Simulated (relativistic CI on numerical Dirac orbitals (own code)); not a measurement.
Pm13+: q coefficients and field-shift factors

Computed by Dirac-Coulomb-Breit CI, orbitals from a KLI potential per configuration, derivatives by finite differences, unscaled Slater integrals, QED left out (own radial code, finite nucleus).

Configuration list (outside the closed core [Kr] 4d10): 5s2, 4f2, 5s 4f, 5s 5p, 4f 5p, 5p2, 5s 5d, 4f 5d. Levels of other configurations are missing.

With x = (α/α₀)² − 1 an excitation energy changes as ω = ω₀ + qx; K = 2q/ω₀ is the relative enhancement. Terms are leading LS components, so labels can repeat. The field-shift factor is F = δν/δ⟨r²⟩ for the transition from the lowest level.

Lowest level 5s2 1S_0.

```csv
Level,ω₀ (cm⁻¹),q (cm⁻¹),F (GHz/fm²)
5s 4f 3F°_2,25198.7,114100,-109
5s 4f 3F°_3,26679.9,115100,-109
5s 4f 3F°_4,30183.2,118600,-109
5s 4f 1F°_3,36913.3,119200,-110
4f2 3H_4,75062.3,225600,-217
4f2 3H_5,78885.4,229300,-217
4f2 3H_6,82821.9,232700,-217
4f2 3F_2,84808.8,226600,-217
4f2 1G_4,87252.1,228700,-217
4f2 3F_3,87271.6,229200,-217
4f2 3F_4,92437.6,233300,-216
4f2 1D_2,108618.5,228900,-216
4f2 1I_6,115165.0,229300,-216
4f2 3P_0,116621.4,227400,-216
4f2 3P_1,117737.9,228900,-216
4f2 3P_2,119713.9,231300,-216
5s 5p 3P°_0,164219.8,14030,-98.1
4f2 1S_0,167068.5,228200,-216
5s 5p 3P°_1,175976.9,22340,-98.8
4f 5p 3G_3,213826.1,131900,-209
4f 5p 3F_2,218115.5,134900,-209
5s 5p 3P°_2,219068.7,76420,-102
4f 5p 3F_3,220656.8,138100,-209
```

At this charge transitions that keep the count of f electrons are usually good to a few per cent. Terms inside the open d or f shell come out 10 to 20 % too wide with unscaled integrals. Levels and lines within the n = 5 or 6 shells can be off by up to 10 % or somewhat more, and those that change n by about 2 %, since core polarisation is missing. Levels that differ in their count of f electrons can be misplaced by several ten thousand cm⁻¹, since the correlation energy of f electrons is missing or only estimated; rates across such gaps can be off by orders of magnitude.

Problem. Which transition from the lowest level has the largest |K|?

Solution. 5s 4f 3F°_2 at 25198.7 cm⁻¹, K = 9.06.
